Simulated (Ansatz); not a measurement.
The cluster Au3O⁺, relaxed as a triplet with UKS r2SCAN-D4/def2-SVP in Ansatz, starting from the r2SCAN-D4/def2-SVP geometry of the charge +1 singlet. Force threshold 0.02 eV/Å.

In the def2 sets Au takes a core potential; there is no spin–orbit coupling. At r2SCAN-D4/def2-SVP a singlet of charge 1 lies 0.32 eV below the triplet, each at its own geometry. The structure comes from a short search, and lower isomers may exist.

Start:

```csv
atom,x (Å),y (Å),z (Å)
Au1,1.3447,-1.2929,0.1634
Au2,0.3889,1.6026,-0.8843
Au3,-1.7878,-0.5293,0.1592
O4,0.0542,0.2196,0.5617
```

| step | energy (eV) | largest force component (eV/Å) | SCF passes |
| --- | --- | --- | --- |
| 1 | -13118.9595 | 0.471 | 68 |
| 2 | -13119.0447 | 0.350 | 44 |
| 3 | -13119.1877 | 0.621 | 39 |
| 4 | -13119.3162 | 0.757 | 37 |
| 5 | -13119.3709 | 0.384 | 34 |
| 6 | -13119.4004 | 0.163 | 34 |
| 7 | -13119.4081 | 0.084 | 34 |
| 8 | -13119.4123 | 0.085 | 34 |
| 9 | -13119.4372 | 0.280 | 43 |
| 10 | -13119.5159 | 0.482 | 46 |
| 11 | -13119.5951 | 0.585 | 38 |
| 12 | -13119.7634 | 0.516 | 40 |
| 13 | -13119.8729 | 0.201 | 37 |
| 14 | -13119.9023 | 0.033 | 31 |
| 15 | -13119.9025 | 0.024 | 27 |
| 16 | -13119.9030 | 0.001 | 25 |

Force components are those of the run's own axes.

End:

```
atom    x (Å)    y (Å)    z (Å)
 Au1   1.4695  -0.4886   0.1117
 Au2   0.2490   1.2512  -1.5343
 Au3  -1.5224   0.2236   0.2073
  O4  -0.1961  -0.9862   1.2152
```

Bonds lost: Au2–O4 (atoms count from 1). Metal–metal contacts that move far: Au1–Au2 3.22 to 2.69 Å, Au2–Au3 3.22 to 2.69 Å.

No frequencies were taken in this run, so the end may be a saddle point.

Hardware: 4 threads of Arm Neoverse V2 on a shared host. Wall time 77 s.
